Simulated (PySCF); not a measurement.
Polarisability and C₆ of Cu²⁺ (copper, charge +2)

[Ar] 3d8 4s1, high-spin 4F determinant (an excited configuration). Calculation: PySCF 2.14, in aug-cc-pVTZ-PP with one added diffuse shell each of s, p, d, f, g type with ECP10MDF (7s7p6d4f3g, 113 functions); a scalar-relativistic core potential. Coupled (time-dependent) response in atomic units; α is the mean over directions.

```csv
method,mean α (bohr³),C₆ (like pair),S(−4)
LC-wPBE,12.56,42.66,138.9
```

S(−4) is the Cauchy moment in α(ω) = α(0) + S(−4) ω² + …

α(iu) at LC-wPBE:

```json
{"u (hartree)": "0", "α(iu) (bohr³)": "12.56"}
{"u (hartree)": "0.0500", "α(iu) (bohr³)": "12.23"}
{"u (hartree)": "0.100", "α(iu) (bohr³)": "11.33"}
{"u (hartree)": "0.200", "α(iu) (bohr³)": "8.894"}
{"u (hartree)": "0.300", "α(iu) (bohr³)": "6.749"}
{"u (hartree)": "0.500", "α(iu) (bohr³)": "4.200"}
{"u (hartree)": "0.750", "α(iu) (bohr³)": "2.766"}
{"u (hartree)": "1.00", "α(iu) (bohr³)": "2.057"}
{"u (hartree)": "1.50", "α(iu) (bohr³)": "1.360"}
{"u (hartree)": "2.00", "α(iu) (bohr³)": "1.007"}
{"u (hartree)": "3.00", "α(iu) (bohr³)": "0.6412"}
{"u (hartree)": "5.00", "α(iu) (bohr³)": "0.3366"}
```

For an ion, C₆ is the dispersion term alone; charge-induced terms of lower order in 1/R come first.

Energies and moments cover only the electrons outside the core potential.
